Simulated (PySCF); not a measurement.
## [LuCl2]+, singlet: structure and spectrum

Method: PBE0 in PySCF with Lu def2-TZVP with ECP28, Cl def2-TZVP; scalar-relativistic core potentials, no spin–orbit coupling; density-fitted integrals.

The structure is a minimum.

Z-matrix (Å, degrees; charge 1 multiplicity 1):
```
Lu
Cl 1 2.2970
Cl 1 2.2970 2 112.40
```

- Point group: C2v
- Bond lengths: Lu–Cl 2.297 Å (×2)
- Bond angles: Cl–Lu–Cl 112.4°
- Enthalpy at 298.15 K above 0 K: 13.46 kJ/mol
- Lowest empty level: -8.43 eV
- Rotational symmetry number: 2
- Dipole moment about the centre of mass: 5.72 D
- Entropy at 298.15 K and 1 bar: 308.7 J/(mol K)
- Rotational constants: 0.2066, 0.06616, 0.05011 cm⁻¹
- Highest occupied level: -14.00 eV
- Principal polarisabilities: 33.0, 42.4, 70.3 bohr³
- Zero-point energy: 5.5 kJ/mol
- Heat capacity Cp at 298.15 K: 53.5 J/(mol K)
- Principal quadrupole moments (Buckingham, traceless) about the centre of mass: -7.45, 2.74, 4.71 D Å

Harmonic modes (masses in u: Lu 174.941, Cl 34.969):
```json
{"symmetry": "a1", "ω (cm⁻¹)": "91", "IR (km/mol)": "4.2", "type": "bend"}
{"symmetry": "a1", "ω (cm⁻¹)": "410", "IR (km/mol)": "17.0", "type": "stretch"}
{"symmetry": "b2", "ω (cm⁻¹)": "412", "IR (km/mol)": "88.6", "type": "stretch"}
```

In C2v the vibrations span 2a1 + b2. Here b1 is antisymmetric to the molecular plane and b2 lies in it.

Charges (e):
| atom | Mulliken | Löwdin | polar tensor | Mayer order to Lu1 |
| --- | --- | --- | --- | --- |
| Lu1 | 1.52 | 0.71 | 2.04 | – |
| Cl2,3 | -0.26 | 0.14 | -0.52 | 1.27 |

Mulliken populations on Lu1 (electrons outside its core potential): s 4.25, p 12.19, d 11.01, f 14.02.

Formally Lu is in oxidation state +3, d0. A d0 centre has no lone pair, yet it is C2v rather than linear: covalent bonding through the d orbitals favours lower symmetry. The polar-tensor charge on Lu, 2.04, is below the formal one.

Stability towards spin polarisation was not tested. This need not be the most stable arrangement of these atoms.

The final relaxation and frequency run took of the order of 8 core-minutes on a shared host.
